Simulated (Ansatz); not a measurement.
Cost and result for the atomization energy of `O[SiH](O)N[SiH3]` (12 atoms, 11 bonds).

```xyz
12

O    -1.305   -0.916    1.768
Si   -0.743   -0.762    0.240
O    -2.093   -0.874   -0.693
N     0.088    0.723    0.096
Si    1.725    1.021   -0.369
H    -2.126   -1.401    1.868
H     0.230   -1.818   -0.125
H    -1.982   -0.809   -1.642
H    -0.430    1.532    0.413
H     2.288   -0.255   -0.875
H     1.791    2.049   -1.443
H     2.557    1.509    0.764
```

The species carries charge 0 and has multiplicity 1. The structure was optimised at the PBE0-D4/def2-TZVP level. It is one conformer, not always the lowest. Program: Ansatz. All runs use 4 threads of an AMD EPYC 7R13 on a shared host. Times are those of one run each, without the atoms' runs, and a repeat can differ threefold. Electronic energies, without spin–orbit coupling; frozen cores. CCSD(T)/CBS adds CCSD(T) − MP2 in def2-TZVPP to the MP2 limit, and its time is that of the two runs behind it. T1 = 0.011. B3LYP takes the VWN-RPA correlation (the form of Gaussian; ORCA's B3LYP/G). HSE06 is the plane-wave form, built on full-range PBE exchange.

CCSD(T)/CBS is a level of theory with its own doubt, some kJ/mol a heavy atom from the limit and from the frozen cores, so smaller differences don't rank the functionals.

```
                             level  functions  wall time  atomization (kJ/mol)  difference from CCSD(T)/CBS  per bond
            LDA (SPW92)/def2-TZVPP        275      1.1 s                4873.5                        540.5      49.1
                BLYP-D4/def2-TZVPP        275      1.7 s                4289.9                        -43.1      -3.9
   PBE-D4/def2-TZVPP (with forces)        275      2.1 s                4313.8                        -19.2      -1.7
                PBE0-D4/def2-TZVPP        275      2.7 s                4244.0                        -89.0      -8.1
               HSE06-D4/def2-TZVPP        275      2.9 s                4246.9                        -86.1      -7.8
           CAM-B3LYP-D4/def2-TZVPP        275      3.1 s                4334.0                          1.0       0.1
r2SCAN-D4/def2-TZVPP (with forces)        275      3.6 s                4294.0                        -39.0      -3.5
 B3LYP-D4/def2-TZVPP (with forces)        275      3.9 s                4299.8                        -33.2      -3.0
                  CCSD(T)/def2-SVP        113      4.2 s                3943.2                       -389.8     -35.4
                ωB97X-V/def2-TZVPP        275      5.5 s                4330.2                         -2.8      -0.3
                    MP2/def2-QZVPP        521       20 s                4344.3                         11.3       1.0
                CCSD(T)/def2-TZVPP        275    2.4 min                4194.2                       -138.8     -12.6
                 CCSD(T)/CBS(def2)          –    2.7 min                4333.0                          0.0       0.0
```

From r2SCAN to r2SCAN0 (25 % exact exchange), in def2-TZVPP and without D4, the atomization energy moves by −71.8 kJ/mol: exact exchange takes away binding that semilocal exchange gives to molecules. In def2-TZVPP, CCSD(T) changes the Hartree–Fock value by +1111.4 kJ/mol (the triples alone add +56.0 kJ/mol) and MP2 by +1177.4 kJ/mol; breaking electron pairs costs correlation energy, which Hartree–Fock lacks. At CCSD(T), def2-SVP lies −389.8 kJ/mol from the extrapolated value and def2-TZVPP −138.8 kJ/mol: correlation converges slowly with the basis, and small sets miss more of it in the bonded molecule than in its fragments.
